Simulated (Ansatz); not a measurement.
Cost and result for the atomization energy of `c1ccc2c(c1)oc1ccccc12` (21 atoms, 23 bonds).

Z-matrix (Å, degrees):
```
C
C 1 1.396
C 1 1.387 2 121.4
H 1 1.084 2 119.4 3 180.0
C 2 1.384 1 121.0 3 0.0
H 2 1.083 1 119.3 3 180.0
C 3 1.380 1 116.6 2 0.0
H 3 1.083 1 122.1 2 180.0
C 5 1.390 2 118.5 1 -0.0
H 5 1.084 2 120.7 1 -180.0
O 7 1.363 3 125.1 1 180.0
C 9 1.443 5 135.6 2 -180.0
C 11 1.363 7 106.1 3 -180.0
C 12 1.390 9 135.6 5 0.0
C 13 1.380 11 125.1 7 180.0
C 14 1.384 12 118.5 9 180.0
H 14 1.084 12 120.8 9 -0.0
C 15 1.387 13 116.6 11 -180.0
H 15 1.083 13 121.3 11 0.0
H 16 1.083 14 119.7 12 -180.0
H 18 1.084 15 119.2 13 180.0
```

The species carries charge 0 and has multiplicity 1. The structure was optimised at the PBE0-D4/def2-TZVP level. Program: Ansatz. All runs use 4 threads of an AMD EPYC 7R13 on a shared host and a share of an NVIDIA H100 80 GB. Times are those of one run each, without the atoms' runs, and a repeat can differ threefold. Electronic energies, without spin–orbit coupling; frozen cores. CCSD(T)/CBS adds CCSD(T) − MP2 in def2-TZVPP to the MP2 limit, and its time is that of the two runs behind it. T1 = 0.012; the RHF reference is unstable towards UHF.

CCSD(T)/CBS is a level of theory with its own doubt, some kJ/mol a heavy atom from the limit and from the frozen cores, so smaller differences don't rank the functionals.

```
                             level  functions  wall time
                PBE0-D4/def2-TZVPP        515      4.5 s
             r2SCANh-D4/def2-TZVPP        515      5.5 s
r2SCAN-D4/def2-TZVPP (with forces)        515        6 s
            LDA (SPW92)/def2-TZVPP        515        6 s
   PBE-D4/def2-TZVPP (with forces)        515      6.5 s
           CAM-B3LYP-D4/def2-TZVPP        515      6.5 s
               BHLYP-D4/def2-TZVPP        515        7 s
                  CCSD(T)/def2-SVP        222      7.5 s
                ωB97X-V/def2-TZVPP        515      8.5 s
  ωB97M-V/def2-TZVPP (with forces)        515        9 s
                    MP2/def2-QZVPP        981       10 s
                CCSD(T)/def2-TZVPP        515    2.2 min
                 CCSD(T)/CBS(def2)          –    2.3 min
```

Q: What atomization energy does each give, and how far from CCSD(T)/CBS? (Estimate.)

A: Computed: 
```tsv
level	atomization (kJ/mol)	difference from CCSD(T)/CBS	per bond
PBE0-D4/def2-TZVPP	11107.6	291.6	12.7
r2SCANh-D4/def2-TZVPP	10903.9	87.9	3.8
r2SCAN-D4/def2-TZVPP (with forces)	10984.2	168.2	7.3
LDA (SPW92)/def2-TZVPP	12717.0	1901.0	82.7
PBE-D4/def2-TZVPP (with forces)	11363.3	547.3	23.8
CAM-B3LYP-D4/def2-TZVPP	10910.9	94.9	4.1
BHLYP-D4/def2-TZVPP	10498.6	-317.4	-13.8
CCSD(T)/def2-SVP	10467.1	-348.9	-15.2
ωB97X-V/def2-TZVPP	10865.6	49.6	2.2
ωB97M-V/def2-TZVPP (with forces)	10895.2	79.2	3.4
MP2/def2-QZVPP	11111.1	295.1	12.8
CCSD(T)/def2-TZVPP	10556.3	-259.7	-11.3
CCSD(T)/CBS(def2)	10816.0	0.0	0.0
```

From BLYP to BHLYP (50 % exact exchange), in def2-TZVPP and without D4, the atomization energy moves by −345.5 kJ/mol: exact exchange takes away binding that semilocal exchange gives to molecules. Leaving LDA and LC-ωPBE aside and taking each functional with its dispersion term where it has one, the values spread over 864.8 kJ/mol, from BHLYP-D4 to PBE-D4. LDA lies +1427.0 kJ/mol from PBE without D4, its usual overbinding. In def2-TZVPP, CCSD(T) changes the Hartree–Fock value by +2630.6 kJ/mol (the triples alone add +237.5 kJ/mol) and MP2 by +3033.3 kJ/mol; breaking electron pairs costs correlation energy, which Hartree–Fock lacks.
